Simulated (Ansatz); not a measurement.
Relaxation of the cluster Na₃Sn⁻ with RKS r2SCAN-D4/def2-TZVPD.

```sh
$ ansatz run in.yaml --threads 4 --pin off --events-out ev --progress --plain --max-ram 3916MiB
```

```yaml
crystal:
  periodic: [false, false, false]
  atoms:
    - {symbol: Na, position_ang: [1.332520, -0.805570, -0.190660]}
    - {symbol: Na, position_ang: [0.900920, 0.785870, -0.021530]}
    - {symbol: Na, position_ang: [-0.241350, -0.846540, 0.915280]}
    - {symbol: Sn, position_ang: [-1.992090, 0.866250, -0.703090]}
basis:
  gaussian: {orbitals: def2-TZVPD}
total_charge: -1
hamiltonian: {xc: r2scan, dispersion: d4}
scf: {lower_state_search: "off"}
output: {orbitals: {seedname: orbitals}}
relax: {f_tol: 0.02, max_steps: 100}
```

Run time 22 s (4 threads of Arm Neoverse V2 on a shared host).

Positions (Å) and forces (eV/Å) at steps 1, 2, 3, 4, 5, 6, 7, 8, 9 of 9:

```xyz
4
step=1 energy=-19074.7311 eV
Na    1.333   -0.806   -0.191    4.608   -7.392   -3.048
Na    0.901    0.786   -0.022   -0.976    9.277   -0.047
Na   -0.241   -0.847    0.915   -4.042   -1.694    3.098
Sn   -1.992    0.866   -0.703    0.411   -0.192   -0.002
4
step=2 energy=-19076.4478 eV
Na    1.236   -0.824   -0.359    2.331   -4.683   -3.195
Na    0.933    0.888    0.063    0.011    6.285    0.535
Na   -0.285   -0.847    1.039   -2.864   -1.358    2.665
Sn   -1.884    0.783   -0.744    0.522   -0.244   -0.005
4
step=3 energy=-19078.1304 eV
Na    1.160   -0.858   -0.534    1.061   -2.688   -2.578
Na    0.966    1.008    0.141    0.424    3.948    0.561
Na   -0.347   -0.857    1.168   -1.890   -1.057    2.102
Sn   -1.779    0.707   -0.775    0.405   -0.202   -0.084
4
step=4 energy=-19079.6622 eV
Na    1.135   -0.936   -0.710    0.368   -1.420   -1.689
Na    1.018    1.182    0.199    0.282    2.257    0.385
Na   -0.437   -0.907    1.311   -1.139   -0.607    1.307
Sn   -1.716    0.661   -0.800    0.490   -0.230   -0.003
4
step=5 energy=-19080.5930 eV
Na    1.145   -1.019   -0.886    0.009   -0.745   -0.990
Na    1.047    1.350    0.234    0.128    1.287    0.272
Na   -0.551   -0.955    1.448   -0.620   -0.302    0.702
Sn   -1.641    0.624   -0.796    0.483   -0.241    0.016
4
step=6 energy=-19081.1024 eV
Na    1.111   -1.121   -1.049   -0.103   -0.310   -0.551
Na    1.057    1.526    0.299    0.053    0.669    0.136
Na   -0.626   -0.979    1.546   -0.350   -0.161    0.406
Sn   -1.542    0.573   -0.796    0.401   -0.198    0.009
4
step=7 energy=-19081.3861 eV
Na    1.075   -1.183   -1.197   -0.054   -0.150   -0.255
Na    1.081    1.723    0.297    0.032    0.292    0.109
Na   -0.761   -1.052    1.653   -0.120   -0.054    0.205
Sn   -1.395    0.513   -0.753    0.143   -0.089   -0.059
4
step=8 energy=-19081.4837 eV
Na    1.048   -1.275   -1.372   -0.002   -0.054   -0.073
Na    1.073    1.872    0.360    0.005    0.074    0.040
Na   -0.840   -1.056    1.757   -0.024   -0.007    0.055
Sn   -1.281    0.460   -0.745    0.020   -0.014   -0.022
4
step=9 energy=-19081.4946 eV
Na    1.033   -1.345   -1.469    0.000   -0.001   -0.003
Na    1.050    1.938    0.421    0.000    0.003   -0.001
Na   -0.853   -1.032    1.800   -0.003    0.000    0.000
Sn   -1.229    0.439   -0.752    0.003   -0.001    0.003
```

In the def2 sets Sn takes a core potential; there is no spin–orbit coupling. The restricted singlet is unstable: a solution with broken spin symmetry lies lower. The highest occupied level of the charge -1 singlet lies above zero (up to 0.20 eV). Its loss leaves the charge 0 doublet, which lies 1.06 eV higher (vertical, at r2SCAN-D4/def2-TZVPD), but this difference is unsure: the doublet is doubtful (geometry relaxed on an unsound state). The structure comes from a short search, and lower isomers may exist.
